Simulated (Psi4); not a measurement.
bis(trichlorosilyl)methane (CH2Cl6Si2), singlet, at a GFN2-xTB geometry; Psi4 with B3LYP/STO-3G.

Psi4 was given this input:
```
memory 2 GB

molecule {
0 1
Cl
Si 1 2.020125
Cl 2 2.013991 1 109.370962
Cl 2 2.013905 3 109.792761 1 -119.853101
C  2 1.912337 4 110.770960 1 -118.656602
Si 5 1.912337 2 117.774710 4 -52.508734
Cl 6 2.013991 5 109.781136 2 68.909229
Cl 6 2.013905 5 110.770960 2 -52.508735
Cl 6 2.020125 5 107.847030 2 -172.006293
H  5 1.090913 2 108.046034 4 -175.585209
H  5 1.090913 10 105.637562 2 115.783781
}

set {
  basis sto-3g
}

energy('b3lyp')
print_variables()
```

**Question.** What does Psi4 print? Leave out banner, timings and long lists.

**Answer.** 
```
   => Loading Basis Set <=

    Name: STO-3G
    Role: ORBITAL
    Keyword: BASIS

         ---------------------------------------------------------
                                   SCF
               by Justin Turney, Rob Parrish, Andy Simmonett
                          and Daniel G. A. Smith
                              RKS Reference
         ---------------------------------------------------------

  ==> Geometry <==

    Molecular point group: c1
    Full point group: C1

    Geometry (in Angstrom), charge = 0, multiplicity = 1:

       Center              X                  Y                   Z               Mass
    ------------   -----------------  -----------------  -----------------  -----------------
         CL           0.746232075177    -0.580420972465    -3.370248665298    34.968852682000
         SI           0.746232075177    -0.580420972465    -1.350123665298    27.976926534650
         CL           0.746232075177    -2.480401712171    -0.682116976087    34.968852682000
         CL           2.389713948097     0.375782834627    -0.686455855539    34.968852682000
         C           -0.840500925852     0.311662792248    -0.764036861363    12.000000000000
         SI          -1.016970412372     0.680812378734     1.104015574917    27.976926534650
         CL           0.318952776207     2.085424788239     1.650397274248    34.968852682000
         CL          -0.733389421410    -0.989957926641     2.192097261771    34.968852682000
         CL          -2.887142841276     1.374283531394     1.424105971869    34.968852682000
         H           -1.698765197246    -0.283532631180    -1.079022610165     1.007825032230
         H           -0.923147897693     1.255753770959    -1.304363499178     1.007825032230

  Running in c1 symmetry.

  Rotational constants: A =      0.02418  B =      0.01056  C =      0.01014 [cm^-1]
  Rotational constants: A =    724.76077  B =    316.53988  C =    304.10212 [MHz]
  Nuclear repulsion = 1340.038741391909525

  Charge       = 0
  Multiplicity = 1
  Electrons    = 138
  Nalpha       = 69
  Nbeta        = 69

  ==> Algorithm <==

  SCF Algorithm Type is DF.
  DIIS enabled.
  MOM disabled.
  Fractional occupation disabled.
  Guess Type is SAD.
  Energy threshold   = 1.00e-06
  Density threshold  = 1.00e-06
  Integral threshold = 1.00e-12

  ==> Primary Basis <==

  Basis Set: STO-3G
    Blend: STO-3G
    Number of shells: 45
    Number of basis functions: 79
    Number of Cartesian functions: 79
[...]
   @DF-RKS iter   2: -3342.19473465571582    8.17840e-03   8.23073e-03 DIIS/ADIIS
   @DF-RKS iter   3: -3342.53105646949598   -3.36322e-01   6.32875e-04 DIIS/ADIIS
   @DF-RKS iter   4: -3342.53214283451780   -1.08637e-03   3.69792e-04 DIIS/ADIIS
   @DF-RKS iter   5: -3342.53269450519201   -5.51671e-04   9.06372e-06 DIIS
   @DF-RKS iter   6: -3342.53269501888326   -5.13691e-07   1.94379e-06 DIIS
   @DF-RKS iter   7: -3342.53269504926766   -3.03844e-08   2.58141e-07 DIIS
  Energy and wave function converged.

  ==> Post-Iterations <==

   Electrons on quadrature grid:
      Ntotal   =  138.0000483097 ; deviation = 4.831e-05

    Orbital Energies [Eh]
    ---------------------

    Doubly Occupied:

[...]
    Virtual:

[...]
      79A      0.418962

    Final Occupation by Irrep:
              A
    DOCC [    69 ]
    NA   [    69 ]
    NB   [    69 ]

  @DF-RKS Final Energy: -3342.53269504926766

   => Energetics <=

    Nuclear Repulsion Energy =           1340.0387413919095252
    One-Electron Energy =               -7297.2798969189716445
    Two-Electron Energy =                2789.5809389740270490
    DFT Exchange-Correlation Energy =    -174.8724784962327590
    Empirical Dispersion Energy =           0.0000000000000000
    VV10 Nonlocal Energy =                  0.0000000000000000
    Total Energy =                      -3342.5326950492676588

Computation Completed

Properties will be evaluated at   0.000000,   0.000000,   0.000000 [a0]

Properties computed using the SCF density matrix

 Multipole Moments:

 ------------------------------------------------------------------------------------
     Multipole            Electronic (a.u.)      Nuclear  (a.u.)        Total (a.u.)
 ------------------------------------------------------------------------------------

 L = 1.  Multiply by 2.5417464519 to convert [e a0] to [Debye]
 Dipole X            :          2.3886282           -2.9953651           -0.6067370
 Dipole Y            :         -0.8857177            1.1106994            0.2249817
 Dipole Z            :          2.1713241           -2.7228636           -0.5515395
 Magnitude           :                                                    0.8502601

 ------------------------------------------------------------------------------------

  Variable Map:
  ----------------------------------------------------------------------------
[...]
  Array Variable Map:
  ----------------------------------------------------------------------------
[...]
[...]
```
